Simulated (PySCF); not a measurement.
Co(OH)2: Co(II) (d7), charge 0. The structure is a model geometry with rigid ligands and bond lengths from ionic radii, not a minimum; coordination linear, point group C2h, metal–donor distances 1.83 Å.

Method (PySCF 2.14, density fitting): CASSCF(7,5) with orbitals averaged over all microstates of the shell, strongly contracted NEVPT2 on the averaged canonical orbitals; basis x2c-TZVPall on the metal, x2c-SVPall elsewhere; spin-free X2C; gas phase; spin-orbit coupling by state interaction with the mean-field operator over all roots.

CASSCF energies above the lowest CASSCF root:

| state | CASSCF / cm⁻¹ |
| --- | --- |
| 4Bg | 0 |
| 4Ag | 1 |
| 4Bg | 1896 |
| 4Ag | 2116 |
| 4Bg | 2351 |
| 4Ag | 3057 |
| 4Bg | 3250 |
| 4Bg | 16723 |
| 2Bg | 17708 |
| 2Ag | 18008 |
| 2Ag | 18290 |
| 2Bg | 18318 |
| 2Ag | 18538 |
| 2Bg | 18995 |
| 2Ag | 19117 |
| 2Bg | 20319 |
| 2Ag | 21062 |
| 2Bg | 21298 |
| 2Ag | 21348 |
| 2Bg | 21617 |
| 4Ag | 21759 |
| 2Ag | 22894 |

**Question.** How does dynamic correlation (SC-NEVPT2) move these states?

**Answer.** 
| state | NEVPT2 / cm⁻¹ | shift / cm⁻¹ |
| --- | --- | --- |
| 4Bg | 0 | 0 |
| 4Ag | -5 | -6 |
| 4Bg | 1309 | -587 |
| 4Ag | 1429 | -687 |
| 4Bg | 1947 | -403 |
| 4Ag | 3683 | +625 |
| 4Bg | 4048 | +798 |
| 4Bg | 14500 | -2223 |
| 2Bg | 15404 | -2304 |
| 2Ag | 16070 | -1938 |
| 2Ag | 16752 | -1538 |
| 2Bg | 16911 | -1407 |
| 2Ag | 15974 | -2564 |
| 2Bg | 17929 | -1066 |
| 2Ag | 18043 | -1074 |
| 2Bg | 17347 | -2972 |
| 2Ag | 17884 | -3178 |
| 2Bg | 19338 | -1961 |
| 2Ag | 19513 | -1835 |
| 2Bg | 18473 | -3144 |
| 4Ag | 19371 | -2387 |
| 2Ag | 18407 | -4488 |

4Bg (5 cm⁻¹) lies within 300 cm⁻¹ of 4Ag at NEVPT2 level, inside the method's error: their order is undecided. Gaps between spin states lean to high spin in this active space.
